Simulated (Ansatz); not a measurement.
Born–Oppenheimer molecular dynamics of AlBrClH3 (6 atoms, charge 0, multiplicity 1). It starts at the highest image of a converged band, a first-order saddle point between two minima.

These are results of RKS PBE0/def2-SVP (Ansatz 0.2.0), not measurements.

```
ensemble                      : NVE (velocity Verlet)
time step                     : 0.5 fs
steps asked                   : 200
starting velocities drawn for : 100 K
seed                          : 7052
```

First frame:

```xyz
6
Properties=species:S:1:pos:R:3
Al 0.014 -0.243 0.047
Cl 0.010 0.147 2.317
H 1.421 0.115 -0.572
H -1.415 0.033 -0.561
Br 0.089 -2.638 0.815
H 0.058 -1.442 1.970
```

Q: How far do the bonds stretch over the last three quarters of this one trajectory? (Pairs bonded in most of those frames.)

A: 
| bond | mean (Å) | spread (Å) | shortest | longest |
| --- | --- | --- | --- | --- |
| Al1–Cl2 | 2.166 | 0.042 | 2.12 | 2.25 |
| Al1–H3 | 1.580 | 0.021 | 1.55 | 1.61 |
| Al1–H4 | 1.583 | 0.012 | 1.56 | 1.60 |
| Al1–Br5 | 2.756 | 0.109 | 2.59 | 2.95 |
| Br5–H6 | 1.447 | 0.028 | 1.41 | 1.51 |

Mean temperature of the second half: 256 K. The conserved energy stayed within 0.017 meV per atom of its start (net change 0.0082 meV per atom), so the integration is sound. The kinetic energy rose, since the run started high on the potential surface and went downhill. A run of 0.1 ps of so small a system gives no equilibrium averages. The orbitals stay closed-shell, which can raise the energy where a bond breaks towards radicals; this wasn't checked here.

The run took 8.5 min on 1 thread of Arm Neoverse V2, with other jobs on the host, peak memory 0.17 GiB.
